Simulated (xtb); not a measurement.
C3H3ClF2, SMILES F[C@@H]1[C@H](F)[C@H]1Cl. All values are semi-empirical tight-binding results from xtb (GFN2-xTB unless named), good for trends rather than for accurate numbers. Geometry optimised at GFN2-xTB. The structure was generated by enumeration; whether it is a known compound was not checked.

Optimised geometry:

Bond lengths (Å): F1–C2 1.352, C2–C3 1.504, C2–C5 1.502, C2–H7 1.083, C3–F4 1.352, C3–C5 1.502, C3–H8 1.083, C5–Cl6 1.748, C5–H9 1.082. Bond angles (°): F1–C2–C3 119.6, F1–C2–C5 117.5, F1–C2–H7 111.1, C3–C2–C5 59.9, C3–C2–H7 119.4, C5–C2–H7 120.9, C2–C3–F4 119.6, C2–C3–C5 59.9, C2–C3–H8 119.4, F4–C3–C5 117.5, F4–C3–H8 111.1, C5–C3–H8 120.9, C2–C5–C3 60.1, C2–C5–Cl6 119.6, C2–C5–H9 117.3, C3–C5–Cl6 119.6, C3–C5–H9 117.3, Cl6–C5–H9 113.3.

| Quantity | Value |
|---|---|
| point group as xtb finds it | Cs |
| orbital gap | 6.70 eV |
| dipole moment | 1.92 D |
| zero-point energy | 34.1 kcal/mol |
| G − E(el) at 298.15 K (modified RRHO) | 15.1 kcal/mol |
| static polarisability (D4 model) | 48.8 bohr³ |
| solvation energy, GFN2-xTB/ALPB(water) | -3.1 kcal/mol |
| solvation energy, GFN2-xTB/ALPB(chcl3) | -5.1 kcal/mol |

Problem. Give the atomic charges and the Wiberg bond orders between heavy atoms. (Estimate from the structure and the level; the computed values follow.)

Solution. charges (e) F1 -0.21, C2 0.13, C3 0.13, F4 -0.21, C5 0.04, Cl6 -0.16, H7 0.08, H8 0.08, H9 0.11. Bond orders F1–C2 0.96, C2–C3 0.94, C3–F4 0.96, C2–C5 0.95, C3–C5 0.95, C5–Cl6 0.97.
